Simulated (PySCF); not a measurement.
Method used: PBE0-D3(BJ)/def2-SVP geometry optimisation, gas phase (PySCF 2.14.0). One conformer each; commonest isotopes, rigid rotors. Dipoles of ions are taken about the centre of mass.

Species:
1. `CC(=O)Cl` (acetyl chloride)
2. `N#Cc1cccc[s+]1`
3. BCl2(SiH3), `[SiH3]B(Cl)Cl`

Rotational constants (MHz) and dipole components (D):

```csv
set,A,B,C,μa,μb,μc
P,10189,4964,3409,1.01,2.51,0.00
Q,3777,1454,1050,6.45,0.94,0.00
R,3086,2617,1440,0.22,0.00,0.02
```

Q: Which set belongs to which species?

A: P = 1, Q = 2, R = 3.

- 1 (set P): mass 78.0 u, 4 heavy atoms, longest extent 3.7 Å, Cs, asymmetric top, Ia, Ib, Ic = 49.6, 101.8, 148.2 u·Å².
- 2 (set Q): mass 122.0 u, 8 heavy atoms, longest extent 6.6 Å, Cs, asymmetric top, Ia, Ib, Ic = 133.8, 347.5, 481.3 u·Å².
- 3 (set R): mass 111.9 u, 4 heavy atoms, longest extent 4.5 Å, Cs, asymmetric top, Ia, Ib, Ic = 163.7, 193.1, 351.0 u·Å².

Each constant is 505379 MHz·u·Å² over a principal moment. Point groups hold within 0.08 Å; constants that symmetry makes equal can differ a little in the computed geometry, and forbidden dipole components can keep a residue. No structure here is proved a minimum.
